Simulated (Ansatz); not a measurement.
Consider the redistribution: `[OH][GeH]([OH])[Cl]` + `[SiH3][AsH2]` → `[OH][Ge]([OH])([SiH3])[Cl]` + arsine.

Computed with Ansatz on PBE0-D4/def2-TZVP structures; ΔE is electronic, products minus reactants. CCSD(T)/CBS adds triple-zeta CCSD(T) − MP2 to the extrapolated MP2 energy (def2 sets, frozen cores). For As, Ge outer-core shells are correlated without core-valence functions, which leaves a few kJ/mol of doubt a bond. Scalar relativity is left out up to krypton. One conformer a species, not always the lowest.

| species | CCSD(T)/CBS(def2) energy (Eh) |
| --- | --- |
| `[OH][GeH]([OH])[Cl]` | -2688.14170 |
| `[SiH3][AsH2]` | -2527.08228 |
| `[OH][Ge]([OH])([SiH3])[Cl]` | -2978.42975 |
| `[AsH3]` | -2236.79077 |

Work out ΔE.

ΔE = (-2978.42975) + (-2236.79077) − (-2688.14170) − (-2527.08228) = 0.00346 Eh = +2.2 kcal/mol.

Largest T1 diagnostic among the species: 0.012.

Leaving LDA and LC-ωPBE aside and taking each functional with its dispersion term where it has one, the values, not all of them listed here, spread over 3.3 kcal/mol, from BLYP-D4 to PBE-QIDH. From PBE to PBE0 (25 % exact exchange), in def2-TZVPP and without D4, ΔE moves by +1.0 kcal/mol. The D4 term adds −0.8 kcal/mol with B3LYP and −0.5 kcal/mol with PBE0; it sums over pairs of atoms, weighted by their polarisabilities, and B3LYP, whose exchange is more repulsive, gets the larger term.

B3LYP here is the variant with VWN-RPA as its local correlation; programs differ in this.
